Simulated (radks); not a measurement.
Task: These are the eigenvalues of the occupied orbitals of an atom or ion with whole-number occupations (eV). Calculated with a radial shooting solver on a logarithmic mesh with Libxc functionals: non-relativistic Kohn-Sham, PBE, spin-polarised, spherical densities, point nucleus.

orbital  eigenvalue
1s up     -16556.15
1s down   -16553.48
2s up     -3004.652
2s down   -3002.672
2p up     -2827.447
2p down   -2824.522
3s up     -1078.127
3s down   -1069.081
3p up     -1015.877
3p down   -1006.772

Which element is it, and in what charge state? The configuration may be excited. Open shells, if any, are filled with parallel spins first.

Result: Z = 38, strontium, charge +22: Sr22+ in [Ne] 3s2 3p4. The list shows which subshells hold electrons but not how many an open one holds; the 1s level, -608.43 hartree, gives Z - s = 34.9 by -(Z - s)^2/2, which with screening narrows Z to a few neighbours, and the depths of the outer levels then fix element, charge and occupations together.
